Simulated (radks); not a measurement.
Question: Excited configurations of the magnesium ion Mg+: one electron is placed in a higher orbital outside [Ne]. The ground configuration is [Ne] 3s1. All-electron calculation, scalar-relativistic Kohn-Sham, PBE, spin-unpolarised, spherical densities, point nucleus. Program: a radial shooting solver on a logarithmic mesh with Libxc functionals. Excitation = E - E(ground); binding = E(ion) - E, where the ion is the core of charge +2; n* = 2/sqrt(2 binding) in atomic units, and the quantum defect is n - n*.

outer orbital  excitation (eV)  binding (eV)     n*  quantum defect  eigenvalue (eV)  <r> (bohr)
4s                       8.311         6.714  2.847           1.153           -5.275       6.228
4p                       9.663         5.362  3.186           0.814           -4.151       7.349
4d                      11.324         3.701  3.835           0.165           -2.807       9.787
4f                      11.591         3.434  3.981           0.019           -2.478       8.972
5s                      11.233         3.792  3.789           1.211           -3.039       11.07
5d                      12.597         2.428  4.734           0.266           -1.914       15.91
5f                      12.735         2.290  4.875           0.125           -1.768       15.37
6f                      13.400         1.625  5.787           0.213           -1.294       23.18
7s                      13.323         1.702  5.654           1.346           -1.397       25.02
7d                      13.762         1.263  6.564           0.436           -1.031       32.47
7f                      13.814         1.211  6.704           0.296           -0.981       32.40

Estimate the row for 3p.

Answer: excitation (eV) 4.368; binding (eV) 10.657; n* 2.260; quantum defect 0.740; eigenvalue (eV) -7.808; <r> (bohr) 3.442. The Delta-SCF ionisation energy is 15.025 eV (NIST Atomic Spectra Database: 15.035 eV, measured). Self-interaction in the functional shifts the binding energies and quantum defects, so they are the method's values and not measured ones. Spin polarisation and multiplet splitting are left out, so open shells lie too high by an amount that depends on their filling.

Beside tabulated values, note that spin-unpolarised runs miss the spin-polarisation part of the exchange energy of open shells.
